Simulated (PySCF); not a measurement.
Bonds (- single, = double, # triple, : aromatic): C1-P2, P2-Si3, P2-C4, C4-F5, C4-F6, C4-C7, C7-F8, C7-F9, C7-F10. C1 carries H11, H12, H13; Si3 carries H14, H15, H16.

PySCF 2.14 calculation with geometry from GFN2-xTB and σ from GIAO-PBE0/pcSseg-1; gas phase, relativity neglected, one conformer, fast rotation and ring inversion assumed for equivalent nuclei.

Scale: TMS for $^{13}$C (186.93 ppm), $^{1}$H (31.72 ppm), $^{29}$Si (349.16 ppm); $^{31}$P (318.38 ppm) vs H3PO4; $^{19}$F (170.95 ppm) vs CFCl3 (reference shieldings calculated alike).

```tsv
atoms	nucleus	count	δ (ppm)
H14/H15/H16	$^{1}$H	3	?
C4	$^{13}$C	1	131.9
Si3	$^{29}$Si	1	?
C1	$^{13}$C	1	2.1
P2	$^{31}$P	1	?
C7	$^{13}$C	1	129.2
H11/H12/H13	$^{1}$H	3	1.59
F5/F6	$^{19}$F	2	-133.9
F8/F9/F10	$^{19}$F	3	-92.1
```

Complete the table.

Results:


- H14/H15/H16: 4.08 ppm, hydrogen on a silicon bonded to P
- P2: -103.4 ppm, phosphorus bonded to 2 C, Si
- Si3: -76.4 ppm, silicon bonded to P, 3 H

Shifts are as computed. Against solution values, carbons near 30 ppm lie about +3 ppm off and those near 130 ppm about +5 ppm. Of 1211 compounds with measured shifts, 218 miss one by over three times the rms of a fit or turn the order of signals round; such compounds aren't used in these exercises. Unscaled 19F shifts against computed CFCl3 carry errors that often reach 10 to 50 ppm. Experimental scales use liquid or dissolved standards, which lie at an offset from isolated H3PO4.
